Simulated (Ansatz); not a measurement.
```xyz
13

B     0.792   -1.422    0.109
C    -0.171   -0.214    0.058
C    -0.044    0.818    1.173
C    -0.398    0.431   -1.305
H     0.983   -2.090   -0.869
H     1.271   -1.775    1.151
H    -1.076   -0.833    0.284
H     0.838    1.446    1.013
H     0.063    0.344    2.151
H    -0.912    1.483    1.208
H    -1.270    1.091   -1.299
H    -0.542   -0.318   -2.086
H     0.466    1.039   -1.588
```

The species carries charge 0 and has multiplicity 1.

(1) List the PBE/def2-TZVPP orbital energies in eV (Ansatz 0.2.0). (An estimate is asked.)

Results:

(1) Ansatz gave: Occupied: -268.83, -268.63, -268.63, -176.85, -19.52, -16.84, -14.77, -11.80, -11.04, -10.10, -10.05, -9.24, -8.36, -8.34, -7.55, -7.01. Lowest empty: -2.21, 0.38, 1.44, 1.57, 2.00, 2.09, 2.24, 2.28.
